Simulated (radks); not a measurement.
Results of a calculation; reference values are marked as such.
Task: Nd5+, 55 electrons, occupied as [Kr] 4d10 4f2 5s2 5p5. Code: a radial shooting solver on a logarithmic mesh with Libxc functionals. Model: scalar-relativistic Kohn-Sham, BLYP, spin-unpolarised, spherical densities, point nucleus. Some entries of the table are withheld. Estimate them.

orbital,occ.,eigenvalue (eV),<r^2> (bohr^2)
1s,2,-43476.43,0.0007597
2s,2,-7089.317,0.01203
2p,6,-6344.601,0.009624
3s,2,(1),(2)
3p,6,-1357.971,0.08110
3d,10,-1032.145,0.06882
4s,2,-370.6168,0.4123
4p,6,-293.2935,0.4638
4d,10,-183.2553,0.5616
5s,2,-97.1595,2.120
5p,5,-76.0545,2.671
4f,2,-65.0465,0.9604
5d,0,-48.2798,4.305
6s,0,-40.1361,8.856

Result: 
(1) 3s eigenvalue (eV): -1592.761
(2) 3s <r^2> (bohr^2): 0.08106
